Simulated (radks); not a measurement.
Coulomb parameter of the 5d shell of the tungsten ion W2+ in the model configuration [Xe] 4f14 5d2.5 6s1.5, as a second difference U = [E(n + 0.5) + E(n - 0.5) - 2 E(n)] / (0.5)^2 with all orbitals relaxed. "Bare": the charge of the atom changes with n. "Screened": the 6s shell takes up the change at fixed total charge, which measures U(5d,5d) + U(6s,6s) - 2 U(5d,6s). Calculated with a radial shooting solver on a logarithmic mesh with Libxc functionals: scalar-relativistic Kohn-Sham, PBE, spin-unpolarised, spherical densities, finite nucleus; Fermi nuclear charge, rms radius 5.3658 fm.

\begin{tabular}{lrr}
case & configuration & E - E(n) (eV) \\ \hline
start & [Xe] 4f14 5d2.5 6s1.5 & 0.000 \\
bare +0.5 & [Xe] 4f14 5d3 6s1.5 & -10.147 \\
bare -0.5 & [Xe] 4f14 5d2 6s1.5 & 12.927 \\
screened +0.5 & [Xe] 4f14 5d3 6s1 & -0.851 \\
screened -0.5 & [Xe] 4f14 5d2 6s2 & 1.085 \\
\end{tabular}

U(bare) = 11.119 eV, U(screened by 6s) = 0.938 eV, against the Slater integral F0(5d,5d) = 13.739 eV with frozen orbitals.
